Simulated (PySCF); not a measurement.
**Fractional electron number in Si+ (silicon, charge +1)**

The 3p alpha orbital of [Ne] 3s2 3p1 is emptied in steps (occupation f), with all orbitals relaxed, ending at [Ne] 3s2. Calculation: PySCF 2.14, in aug-pcseg-2 (6s5p3d2f, 50 functions); no relativity, point nucleus. The exact energy is a straight line in f; departures are measured from the line between the end points of the same method.

| f | UHF (eV) | LDA (eV) | PBE (eV) | PBE0 (eV) | r2SCAN (eV) | LC-wPBE (eV) | BHandHLYP (eV) | wB97X (eV) | TPSS (eV) | M06-2X (eV) |
| --- | --- | --- | --- | --- | --- | --- | --- | --- | --- | --- |
| 1 | 0.000 | 0.000 | 0.000 | 0.000 | 0.000 | 0.000 | 0.000 | 0.000 | 0.000 | 0.000 |
| 0.75 | 0.067 | -0.808 | -0.789 | -0.577 | -0.735 | -0.081 | -0.381 | -0.131 | -0.759 | -0.401 |
| 0.5 | 0.088 | -1.080 | -1.050 | -0.765 | -0.968 | -0.100 | -0.505 | -0.170 | -1.006 | -0.536 |
| 0.25 | 0.065 | -0.810 | -0.782 | -0.567 | -0.713 | -0.068 | -0.376 | -0.124 | -0.748 | -0.405 |
| 0 | 0.000 | 0.000 | 0.000 | 0.000 | 0.000 | 0.000 | 0.000 | 0.000 | 0.000 | 0.000 |

```csv
method,E(f=0) − E(f=1) (eV),−ε at f=1 (eV),−ε at f=0.5 (eV)
UHF,15.811,16.172,15.805
LDA,16.363,12.074,16.358
PBE,16.401,12.195,16.419
PBE0,16.420,13.331,16.446
r2SCAN,16.515,12.560,16.574
LC-wPBE,16.562,16.113,16.592
BHandHLYP,16.272,14.236,16.284
wB97X,16.289,15.572,16.312
TPSS,16.507,12.452,16.535
M06-2X,16.134,14.014,16.136
```

Orbital energy along the path (eV):

| f | UHF | LDA | PBE | PBE0 | r2SCAN | LC-wPBE | BHandHLYP | wB97X | TPSS | M06-2X |
| --- | --- | --- | --- | --- | --- | --- | --- | --- | --- | --- |
| 1 | -16.172 | -12.074 | -12.195 | -13.331 | -12.560 | -16.113 | -14.236 | -15.572 | -12.452 | -14.014 |
| 0.75 | -15.985 | -14.197 | -14.297 | -14.891 | -14.586 | -16.364 | -15.262 | -15.953 | -14.495 | -15.055 |
| 0.5 | -15.805 | -16.358 | -16.419 | -16.446 | -16.574 | -16.592 | -16.284 | -16.312 | -16.535 | -16.136 |
| 0.25 | -15.634 | -18.530 | -18.518 | -17.965 | -18.475 | -16.775 | -17.288 | -16.630 | -18.538 | -17.181 |
| 0 | -15.470 | -20.659 | -20.512 | -19.386 | -20.242 | -16.871 | -18.256 | -16.951 | -20.428 | -18.350 |

Reference removal energy between the ground levels: 16.346 eV (measured; NIST Atomic Spectra Database, ionization energies). The calculation has no spin-orbit coupling. UHF lacks correlation.
